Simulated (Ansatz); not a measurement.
Job for Ansatz (a quantum-chemistry and plane-wave program): R-r2SCAN/def2-TZVPPD on GeH4 (SMILES [GeH4]). Files ending in .json are basis or fitting sets from the Basis Set Exchange.

Ansatz 0.2 input:
```yaml
crystal:
  periodic: [false, false, false]
  atoms:
    - {symbol: Ge, position_ang: [0.26704966, 0.37839356, 3.61411951]}
    - {symbol: H, position_ang: [-0.54263809, -0.89225484, 3.90525226]}
    - {symbol: H, position_ang: [1.13192833, 0.15363231, 2.36234131]}
    - {symbol: H, position_ang: [1.18627363, 0.69012499, 4.80445203]}
    - {symbol: H, position_ang: [-0.68311206, 1.55815686, 3.37038498]}
basis:
  gaussian:
    orbitals: def2-TZVPPD.json
hamiltonian:
  xc: {name: r2SCAN}
scf: {lower_state_search: off}
```

The head of its log:

```
WARN ansatz: RAYON_NUM_THREADS=1 ignored (pool sized by the plan → 1); use --threads N
Functional definition: r2SCAN
these checks for a lower state are left out or cut short: stability, starts, cluster_reference, orbital_swaps, neighbouring_geometries, increment
integrals: 0.03 GiB planned
609 factors; their error is unknown
mean field: 0.32 GiB planned
mean field evaluation 1: about -56582.2221 eV, gradient 1.9e1 eV
mean field evaluation 2: about -56582.4822 eV, gradient 1.9e1 eV
```

Predict the final total energy.

-2079.3749 hartree.
